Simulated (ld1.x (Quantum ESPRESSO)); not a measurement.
## Before and after: TM semilocal potential for Sc (Z = 21)

ld1.x (Quantum ESPRESSO) 7.5 input, shortened:

```
&input
   title='Sc', zed=21., rel=1, dft='PBESOL', iswitch=3,
   config='[Ar] 3d1 4s2 4p0'
 /
 &inputp
   pseudotype=1, tm=.true., lloc=1,
   nlcc=.true., new_core_ps=.true.
 /
3
4S  1  0   2.00   0.00  3.35  3.35  0.0
3D  3  2   1.00   0.00  2.70  2.70  0.0
4P  2  1   0.00   0.00  3.65  3.65  0.0
 &test
   configts(1)='3d1 4s2 4p0'
 /
```

Change: all radii but the core radius scaled by about 1.24 (s 4.14, p 4.52, d 3.34 bohr).

Cutoffs: the cutoffs (Ry, on a coarse ladder) from which the occupation-weighted sum of valence levels, in a spherical-Bessel basis at the reference potential, stays within 10 and 1 mRy of its value at 400 Ry; they do not see the model core or the augmentation charge, which bear on the density cutoff. Errors are all-electron minus pseudo energies relative to the spin-unpolarised reference configuration.

Predict the effect on cutoff, ghosts and configuration errors.

The potential gets softer (30 Ry and 35 Ry → 21 Ry and 25 Ry); of the 7 tests that both files solve, the error grows in 5 and shrinks in 0 by more than 15 % and 0.3 meV (median size 22.3 → 77.2 meV); neither file shows a bound ghost. A larger radius leaves more room for a smooth pseudo-wave, so fewer plane waves are needed. More of the atom is replaced by a form fitted at one configuration, so other configurations suffer. A semilocal file is local in each channel, so a ghost entry of none says nothing of the separable form that plane-wave codes build from it.

| quantity | base | changed |
| --- | --- | --- |
| cutoff, loose | 30 Ry | 21 Ry |
| cutoff, tight | 35 Ry | 25 Ry |
| loose cutoff by channel (10 mRy a level) | s 6 Ry, d 30 Ry | s 6 Ry, d 21 Ry |
| bound ghosts | none | none |
| error for 3d1 4s1 4p0, meV [ΔE 6.90 eV] | -3.5 | -8.8 |
| error for 3d1 4s0 4p0, meV [ΔE 19.55 eV] | -53 | -170 |
| error for 3d1 4s1.5 4p0, meV [ΔE 2.76 eV] | -0.5 | -0.6 |
| error for 3d0 4s2 4p0, meV [ΔE 8.40 eV] | -9.3 | +413 |
| error for 3d1 4s0 4p1, meV [ΔE 10.33 eV] | -22 | -77 |
| error for 3d2 4s1 4p0, meV [ΔE 1.66 eV] | -67 | +64 |
| error for 3d2 4s0 4p0, meV [ΔE 7.54 eV] | -98 | +151 |
